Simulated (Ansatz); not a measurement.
`C[SiH2][SiH2][SeH]` at its PBE0-D4/def2-TZVP geometry, where that method's forces vanish. Charge 0, multiplicity 1.

```xyz
12

C    -1.2401   -1.3400   -0.3357
Si    0.5653   -0.8802   -0.1441
Si    0.7647    1.1901    0.9233
Se   -0.3686    2.7663   -0.2973
H    -1.7096   -1.4748    0.6410
H    -1.3467   -2.2699   -0.8985
H    -1.7775   -0.5502   -0.8649
H     1.2189   -0.7493   -1.4783
H     1.3057   -1.9237    0.6216
H     0.0722    1.2113    2.2401
H     2.1814    1.5950    1.1348
H     0.3344    2.4254   -1.5419
```

What forces (eV/Å) does PBE-D4/def2-TZVPP give on these atoms in the Gaussian-basis code of Ansatz? (An estimate is asked.)

Computed: 
```
C1   0.023  0.000 -0.001
Si2  0.040  0.074  0.055
Si3  0.047 -0.117 -0.054
Se4 -0.249  0.219  0.114
H5  -0.094 -0.026  0.182
H6  -0.026 -0.177 -0.106
H7  -0.104  0.147 -0.097
H8   0.071  0.014 -0.131
H9   0.080 -0.114  0.073
H10 -0.075  0.009  0.138
H11  0.159  0.038  0.041
H12  0.128 -0.067 -0.213
```
